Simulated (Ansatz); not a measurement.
Cost and result for the atomization energy of C₂H₆SSn (`[CH2]1S[CH2][SnH2]1`) (10 atoms, 10 bonds).

```csv
atom,x (Å),y (Å),z (Å)
C1,-0.393,1.406,0.150
S2,-1.473,0.357,-0.873
C3,-0.520,-1.184,-0.695
Sn4,0.951,-0.231,0.566
H5,0.043,2.225,-0.423
H6,-0.916,1.805,1.020
H7,-1.101,-1.970,-0.212
H8,-0.142,-1.543,-1.652
H9,1.021,-0.764,2.189
H10,2.531,-0.101,-0.071
```

Charge 0, multiplicity 1. Correlated methods include outer-core shells of Sn, which these sets cover unevenly. Sn: def2 effective core potential. All single points use the PBE0-D4/def2-TZVP geometry. Program: Ansatz. All runs use 4 threads of an AMD EPYC 7R13 on a shared host. Times are those of one run each, without the atoms' runs, and a repeat can differ threefold. Electronic energies, without spin–orbit coupling; frozen cores. CCSD(T)/CBS adds CCSD(T) − MP2 in def2-TZVPP to the MP2 limit, and its time is that of the two runs behind it. T1 = 0.012. With those shells the extrapolation isn't a true limit.

CCSD(T)/CBS is a level of theory with its own doubt, some kJ/mol a heavy atom from the limit and from the frozen cores, so smaller differences don't rank the functionals.

| level | functions | wall time | atomization (kcal/mol) | difference from CCSD(T)/CBS | per bond |
| --- | --- | --- | --- | --- | --- |
| LDA (SPW92)/def2-TZVPP | 238 | 1.5 s | 893.8 | 112.0 | 11.2 |
| BLYP-D4/def2-TZVPP | 238 | 2.2 s | 767.7 | -14.1 | -1.4 |
| revPBE-D4/def2-TZVPP | 238 | 2.3 s | 771.5 | -10.3 | -1.0 |
| PBE-D4/def2-TZVPP (with forces) | 238 | 2.7 s | 789.9 | 8.1 | 0.8 |
| PBE0-D4/def2-TZVPP | 238 | 3.6 s | 779.6 | -2.2 | -0.2 |
| r2SCAN-D4/def2-TZVPP (with forces) | 238 | 5 s | 777.9 | -3.9 | -0.4 |
| r2SCANh-D4/def2-TZVPP | 238 | 5.5 s | 773.9 | -7.9 | -0.8 |
| CCSD(T)/def2-SVP | 102 | 6 s | 724.1 | -57.7 | -5.8 |
| B2PLYP/def2-TZVPP | 238 | 6.5 s | 763.4 | -18.4 | -1.8 |
| PBE-QIDH/def2-TZVPP | 238 | 6.5 s | 774.2 | -7.6 | -0.8 |
| MP2/def2-QZVPP | 446 | 20 s | 776.7 | -5.1 | -0.5 |
| CCSD(T)/def2-TZVPP | 238 | 2.3 min | 759.7 | -22.1 | -2.2 |
| CCSD(T)/CBS(def2) | – | 2.6 min | 781.8 | 0.0 | 0.0 |

In def2-TZVPP, CCSD(T) changes the Hartree–Fock value by +210.0 kcal/mol (the triples alone add +13.8 kcal/mol) and MP2 by +213.9 kcal/mol; breaking electron pairs costs correlation energy, which Hartree–Fock lacks. At CCSD(T), def2-SVP lies −57.6 kcal/mol from the extrapolated value and def2-TZVPP −22.1 kcal/mol: correlation converges slowly with the basis, and small sets miss more of it in the bonded molecule than in its fragments. From BLYP to BHLYP (50 % exact exchange), in def2-TZVPP and without D4, the atomization energy moves by −9.5 kcal/mol: exact exchange takes away binding that semilocal exchange gives to molecules.

Spin–orbit coupling would lower the free Sn atoms strongly, and the atomization energy with them, by more than many differences here. For some Ge, Se and Sn compounds the MP2-based and the directly extrapolated limit differ by 10 to 25 kJ/mol.
